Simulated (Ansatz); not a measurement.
Cost and result for the atomization energy of CH4FISi (`FC([SiH3])I`) (8 atoms, 7 bonds).

```xyz
8

F    -1.275    0.664   -1.304
C    -0.719    0.582   -0.057
Si    0.883   -0.440   -0.068
I    -2.117   -0.353    1.298
H    -0.608    1.592    0.339
H     1.446   -0.403    1.303
H     1.832    0.182   -1.029
H     0.560   -1.824   -0.482
```

Charge 0, multiplicity 1. Correlated methods include outer-core shells of I, which these sets cover unevenly. I: def2 effective core potential. The structure was optimised at the PBE0-D4/def2-TZVP level. Program: Ansatz. All runs use 4 threads of an Intel Xeon Platinum 8175M on a shared host. Times are those of one run each, without the atoms' runs, and a repeat can differ threefold. Electronic energies, without spin–orbit coupling; frozen cores. CCSD(T)/CBS adds CCSD(T) − MP2 in def2-TZVPP to the MP2 limit, and its time is that of the two runs behind it. T1 = 0.011. With those shells the extrapolation isn't a true limit. B3LYP takes the VWN-RPA correlation (the form of Gaussian; ORCA's B3LYP/G).

CCSD(T)/CBS is a level of theory with its own doubt, some kJ/mol a heavy atom from the limit and from the frozen cores, so smaller differences don't rank the functionals.

| level | functions | wall time | atomization (kJ/mol) | difference from CCSD(T)/CBS | per bond |
| --- | --- | --- | --- | --- | --- |
| revPBE-D4/def2-TZVPP | 210 | 1.6 s | 2421.5 | -32.6 | -4.6 |
| BLYP-D4/def2-TZVPP | 210 | 1.6 s | 2434.5 | -19.6 | -2.8 |
| BHLYP-D4/def2-TZVPP | 210 | 2.4 s | 2360.6 | -93.5 | -13.4 |
| CAM-B3LYP-D4/def2-TZVPP | 210 | 2.7 s | 2441.3 | -12.8 | -1.8 |
| r2SCANh-D4/def2-TZVPP | 210 | 3.3 s | 2428.0 | -26.1 | -3.7 |
| B3LYP-D4/def2-TZVPP (with forces) | 210 | 3.4 s | 2434.2 | -19.9 | -2.8 |
| CCSD(T)/def2-SVP | 92 | 3.4 s | 2271.3 | -182.8 | -26.1 |
| B2PLYP/def2-TZVPP | 210 | 4.3 s | 2404.8 | -49.3 | -7.0 |
| ωB97X-V/def2-TZVPP | 210 | 6 s | 2451.1 | -3.0 | -0.4 |
| ωB97M-V/def2-TZVPP (with forces) | 210 | 8 s | 2437.9 | -16.2 | -2.3 |
| MP2/def2-QZVPP | 386 | 14 s | 2460.1 | 6.0 | 0.9 |
| CCSD(T)/def2-TZVPP | 210 | 65 s | 2377.3 | -76.8 | -11.0 |
| CCSD(T)/CBS(def2) | – | 79 s | 2454.1 | 0.0 | 0.0 |

Leaving LDA and LC-ωPBE aside and taking each functional with its dispersion term where it has one, the values, not all of them listed here, spread over 121.6 kJ/mol, from BHLYP-D4 to PBE-D4. LDA lies +351.9 kJ/mol from PBE without D4, its usual overbinding. In def2-TZVPP, CCSD(T) changes the Hartree–Fock value by +639.8 kJ/mol (the triples alone add +42.0 kJ/mol) and MP2 by +677.1 kJ/mol; breaking electron pairs costs correlation energy, which Hartree–Fock lacks. The D4 term adds +30.2 kJ/mol with B3LYP and +15.6 kJ/mol with PBE0; it sums over pairs of atoms, weighted by their polarisabilities, and B3LYP, whose exchange is more repulsive, gets the larger term.

Spin–orbit coupling would lower the free I atoms strongly, and the atomization energy with them, by more than many differences here.
